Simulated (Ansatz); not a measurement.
Al₄F₂⁻, relaxed as a doublet with UKS PBE-D4/def2-SVPD in Ansatz, starting from the GFN2-xTB geometry. Force threshold 0.02 eV/Å.

Another isomer (doublet) lies 0.73 eV lower at PBE0-D4/def2-TZVPD; other spin states weren't run for this one.

Start:

Cartesian coordinates in Å:
```
Al 0.077 -1.033 -2.161
Al 2.178 0.319 -1.863
Al -0.386 1.184 2.406
Al 0.578 0.260 0.133
F -1.371 -1.931 -2.541
F -1.075 1.202 4.026
```

```tsv
step	energy (eV)	largest force component (eV/Å)	SCF passes
1	-31794.1581	0.492	28
2	-31794.3006	0.528	38
3	-31794.3541	0.868	33
4	-31794.4043	0.385	32
5	-31794.4165	0.302	33
6 (rejected)	-31794.4023	0.246	33
7	-31794.4336	0.055	26
8 (rejected)	-31794.4292	0.094	31
9	-31794.4362	0.031	27
10	-31794.4377	0.036	26
11	-31794.4387	0.087	27
12 (rejected)	-31794.4371	0.045	27
13	-31794.4392	0.065	27
14 (rejected)	-31794.4392	0.048	27
15	-31794.4394	0.038	29
16 (rejected)	-31794.4391	0.047	27
17	-31794.4395	0.013	28
```

Force components are those of the run's own axes.

End:

| atom | x (Å) | y (Å) | z (Å) |
| --- | --- | --- | --- |
| Al1 | -0.070 | -0.960 | -1.888 |
| Al2 | 2.081 | 0.302 | -1.890 |
| Al3 | 0.101 | 1.337 | 2.627 |
| Al4 | 0.702 | 0.468 | 0.166 |
| F5 | -1.408 | -1.962 | -2.353 |
| F6 | -1.406 | 0.816 | 3.338 |

By distances, no bond broke or formed. The bond that changes most is Al2–Al4, from 2.56 to 2.48 Å (atoms count from 1).

No frequencies were taken in this run, so the end may be a saddle point.

Hardware: 4 threads of Arm Neoverse N1 on a shared host. Wall time 56 s.
